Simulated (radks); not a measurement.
Q: These are the eigenvalues of the occupied orbitals of an atom or ion with whole-number occupations (eV). Calculated with a radial shooting solver on a logarithmic mesh with Libxc functionals: Dirac Kohn-Sham, PBE, spin-unpolarised, spherical densities, finite nucleus; Fermi nuclear charge, rms radius of each element as measured or else 0.836 A^(1/3) + 0.57 fm.

orbital  eigenvalue
1s1/2     -82773.40
2s1/2     -20487.57

Which element is it, and in what charge state? The configuration may be excited. Open shells, if any, fill j = l - 1/2 first.

A: Z = 76, osmium, charge +72: Os72+ in [He] 2s2. The 1s level, -3041.9 hartree, gives Z - s = 78.0 by -(Z - s)^2/2, which with screening and relativity narrows Z to a few neighbours, and the depths must fix Z and the occupations together.
